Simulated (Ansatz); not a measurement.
Consider the formal exchange of groups at the Si–Se bond: `O[Si](O)(F)[SeH]` + `CC` → `C[Si](O)(O)F` + `C[SeH]`.

Isolated molecules relaxed with PBE0-D4/def2-TZVP in Ansatz; ΔE leaves out vibrations. CCSD(T)/CBS is the MP2 limit (def2-TZVPP, def2-QZVPP) plus CCSD(T) − MP2 in def2-TZVPP, frozen cores. This one scheme is used for every species. Functionals use def2-TZVPP. B3LYP here is the variant with VWN-RPA as its local correlation; programs differ in this. For Se outer-core shells are correlated without core-valence functions, which leaves a few kJ/mol of doubt a bond. Scalar relativity is left out up to krypton. One conformer a species, not always the lowest.

| level | ΔE (kJ/mol) | difference from CCSD(T)/CBS |
| --- | --- | --- |
| revPBE-D4 | 51.2 | 0.7 |
| PBE0-D4 | 52.4 | 1.9 |
| B3LYP-D4 | 48.7 | -1.8 |
| r2SCAN0-D4 | 51.9 | 1.4 |
| BHLYP-D4 | 51.3 | 0.8 |
| ωB97X-V | 48.6 | -1.9 |
| B2PLYP | 47.1 | -3.4 |
| r2SCAN | 50.7 | 0.2 |
| MP2/def2-SVP | 60.4 | 9.9 |
| CCSD(T)/def2-SVP | 58.7 | 8.2 |
| CCSD(T)/CBS | 50.5 | 0 |

(1) What do rigid-rotor, harmonic-oscillator terms from PBE0-D4/def2-TZVP frequencies (298.15 K, 1 bar) make of the CCSD(T)/CBS value? (An estimate is asked.)

Largest T1 diagnostic among the species: 0.011.

Results:

(1) Computed: ΔZPE = -4.2 kJ/mol, ΔH = +45.8 kJ/mol, ΔS = 13 J/(mol·K), ΔG = +42.0 kJ/mol.

At CCSD(T), def2-SVP lies +8.2 kJ/mol from the extrapolated value and def2-TZVPP −4.6 kJ/mol. From BLYP to BHLYP (50 % exact exchange), in def2-TZVPP and without D4, ΔE moves by +3.6 kJ/mol. Leaving LDA and LC-ωPBE aside and taking each functional with its dispersion term where it has one, the values, not all of them listed here, spread over 5.3 kJ/mol, from B2PLYP to HSE06-D4. LDA lies +3.2 kJ/mol from PBE without D4.
